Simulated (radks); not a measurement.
La+, 56 electrons, occupied as [Kr] 4d10 5s2 5p5.75 5d2 6p0.25 (fractional occupations, a model configuration). All-electron calculation, scalar-relativistic Kohn-Sham, exchange-only B88, spin-polarised, spherical densities, finite nucleus; open shells are filled with parallel spins first (spin-orbit coupling, left out, can overturn this in heavy ions); Fermi nuclear charge, rms radius 4.855 fm. Program: a radial shooting solver on a logarithmic mesh with Libxc functionals. Some entries of the table are withheld. Estimate them.

orbital  occ.  eigenvalue (hartree)  <1/r> (bohr^-1)
1s up       1             -1424.323            62.01
1s down     1             -1424.323            62.01
2s up       1             -226.8669            14.28
2s down     1             -226.8646            14.28
2p up       3             -203.3728            13.55
2p down     3             -203.3708            13.55
3s up       1             -48.62965            5.170
3s down     1             -48.62827            5.170
3p up       3             -41.12685            4.900
3p down     3             -41.12529            4.900
3d up       5             -30.33905            4.647
3d down     5             -30.33692            4.647
4s up       1              -9.93394            2.151
4s down     1              -9.92967            2.151
4p up       3              -7.49371            1.984
4p down     3              -7.48969            1.984
4d up       5              -3.96270            1.724
4d down     5              -3.95820            1.724
5s up       1              -1.59208              (1)
5s down     1              -1.55808              (2)
5p up       3              -0.99054           0.7191
5p down  2.75              -0.94521           0.7299
6s up       0              -0.29660           0.3074
5d up       2              -0.28821           0.4519
5d down     0              -0.22249           0.4583
6p up    0.25              -0.19106           0.2424

Answer. 
(1) 5s up <1/r> (bohr^-1): 0.8460
(2) 5s down <1/r> (bohr^-1): 0.8546
